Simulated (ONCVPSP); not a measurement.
# Configuration tests for S (ONCV)

S (Z = 16), optimised norm-conserving Vanderbilt (ONCV), made with ONCVPSP 4.0.1 (PW91, scalar-relativistic). Core [He], reference 2s2 2p6 3s2 3p4. Waves: 2s+3s: rc 0.75 bohr, ncon 4, nbas 7, qcut 12.2 1/bohr, 2 projectors; 2p+3p: rc 0.85 bohr, ncon 5, nbas 8, qcut 15.3 1/bohr, 3 projectors, debl 3.6 Ha; d scattering state at 0.17 Ha: rc 0.90 bohr, ncon 4, nbas 7, qcut 12.5 1/bohr, 2 projectors, debl 1.5 Ha. Local part: polynomial inside 0.50 bohr (lpopt 5, dvloc0 6 Ha). Core correction: none.

Energies are relative to the spin-unpolarised reference configuration 2s2 2p6 3s2 3p4; without spin polarisation the order of configurations can differ from experiment.

| valence configuration | charge | ΔE all-electron (eV) | error AE − PS (meV) |
| --- | --- | --- | --- |
| 2s2 2p6 3s2 3p3 | +1 | 11.820 | +0.5 |
| 2s2 2p6 3s2 3p2 | +2 | 34.166 | +2.8 |
| 2s2 2p6 3s2 3p1 | +3 | 68.286 | +10 |

Question: What are ΔE and the potential's error for 2s2 2p5 3s2 3p4?

Answer: ΔE = 173.901 eV all-electron; the error (AE − PS) is +732 meV.

Levels in the configuration 2s2 2p6 3s2 3p1:

```
level  all-electron (eV)  pseudo (eV)
   2s           -253.504     -253.495
   2p           -198.578     -198.407
   3s            -52.326      -52.324
   3p            -40.364      -40.350
```
